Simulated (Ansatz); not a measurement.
```yaml
crystal:
  periodic: [false, false, false]
  atoms:
    - {symbol: Cu, position_ang: [-1.305372, -0.071914, 0.128194]}
    - {symbol: Cu, position_ang: [0.959871, -0.483106, -0.625857]}
    - {symbol: H, position_ang: [0.118333, 0.542471, 0.447353]}
basis:
  gaussian: {orbitals: def2-SVPD, final_grid: {core_spheres: 8, valence_spheres: 7, degree: 23}}
total_charge: 1
hamiltonian: {xc: {name: SVWN5}, pseudopotentials: {relativity: scalar}}
scf: {omitted_lower_state_checks: [starts]}
```

```sh
$ ansatz run in.yaml --threads 4 --pin off --events-out ev --progress --plain --max-ram 3916MiB
```

Shortened log:

```
Functional definition: SVWN5
864 factors; their error is unknown
mean field evaluation 1: about -89727.1205 eV, gradient 1.2e2 eV
mean field evaluation 2: about -88237.3172 eV, gradient 5.9e2 eV
mean field evaluation 4: about -89750.3357 eV, gradient 2.3e1 eV
mean field evaluation 8: about -89751.2531 eV, gradient 2.4e-1 eV
mean field evaluation 16: about -89751.2145 eV, gradient 2.3e-5 eV
mean field -89751.21454852 eV, -3298.2962991000 hartree, gradient 2.3e-5 eV, S^2 0.000000; 0 other end points of the search recorded, 0 dependent functions left out
reference -89751.21459805 eV, -3298.2963009201 hartree; 29, 29 occupied and 47, 47 virtual orbitals, 864 factors
Total energy: -89751.21459805 eV, -3298.2963009201 hartree
Relativity: scalar
Checks for a lower state left out: starts
```

Run time 0.45 s (4 threads of Arm Neoverse N1 on a shared host).
